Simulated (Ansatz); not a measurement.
Ansatz (a first-principles code) input:

Ansatz 0.2 input:
```yaml
crystal:
  periodic: [false, false, false]
  atoms:
    - {symbol: F, position_ang: [-0.00000000, -0.00000000, -1.85692335]}
    - {symbol: S, position_ang: [0.00000000, 0.00000000, 0.00000000]}
    - {symbol: F, position_ang: [0.00000000, 0.00000000, 1.85692335]}
basis:
  gaussian:
    orbitals: def2-TZVPD
hamiltonian:
  xc: {name: revPBE}
total_charge: -1
magnetization: {spin_polarized: true, initial_magnetization: 1}
output: {forces: true}
```

**Question.** What final total energy does it print?

**Answer.** -597.86197 Eh (revPBE/def2-TZVPD). The basis has 126 functions.
